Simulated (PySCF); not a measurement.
C2H4BNO2, SMILES C(=NBOC)=O. Geometry optimised at PBE-D3(BJ)/def2-SVP. This is a generated structure with no PubChem entry under its InChIKey; it may be hypothetical. The values are those of a single conformer.

Computed equilibrium geometry at PBE-D3(BJ)/def2-SVP (PySCF confirms it by a frequency run) as Cartesian coordinates in Å, and its point group (one conformer of several):
point group Cs.
```xyz
10

B     -0.5139    -0.5486     0.0000
H     -1.7092    -0.7963     0.0000
N     -0.0496     0.8017     0.0000
C      0.0166     2.0083     0.0000
O      0.1288     3.1850     0.0000
O      0.4118    -1.5377     0.0000
C      0.0499    -2.9090     0.0000
H      0.4775    -3.3991    -0.8987
H      0.4775    -3.3991     0.8987
H     -1.0525    -3.0486     0.0000
```
